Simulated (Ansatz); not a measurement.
The same ligand exchange along the group C, Si, Sn.

Program: Ansatz. Geometries: PBE0-D4/def2-TZVP. ΔE: electronic, gas phase. CCSD(T)/CBS adds triple-zeta CCSD(T) − MP2 to the extrapolated MP2 energy (def2 sets, frozen cores). This one scheme is used for every species. DFT in def2-TZVPP. def2 core potentials past Kr. For Br, Sn outer-core shells are correlated without core-valence functions, which leaves a few kJ/mol of doubt a bond. Scalar relativity is left out up to krypton.

| reaction | B97M-V (kJ/mol) | ωB97M-V (kJ/mol) | CCSD(T)/CBS(def2) (kJ/mol) |
| --- | --- | --- | --- |
| `ClC(Br)Br` + H–F → `FC(Br)Br` + HCl | -14 | -5 | 9 |
| `Cl[SiH](Br)Br` + H–F → `F[SiH](Br)Br` + HCl | -51 | -46 | -42 |
| `[Cl][SnH]([Br])[Br]` + H–F → `[F][SnH]([Br])[Br]` + HCl | 25 | 32 | 38 |

Largest T1 diagnostic: 0.011, for `[F][SnH]([Br])[Br]`.
